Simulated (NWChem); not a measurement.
A series in which one site is exchanged, each optimised at PBE0/def2-SVP with NWChem, gas phase unless a solvent is named. Some are not confirmed as minima by frequencies. def2 effective core potentials on I; no spin-orbit coupling.

A: C=C(Cl)I (C₂H₂ClI; site = Cl)
B: C=CI (C₂H₃I; site = H)
C: C=C(Br)I (C2H2BrI; site = Br)
D: C=C(F)I (C₂H₂FI; site = F)

Q: Rank them by vertical ionisation energy, ΔSCF, PBE/def2-SVP (eV), lowest first.

A: C (8.89), A (8.99), B (9.08), D (9.15)
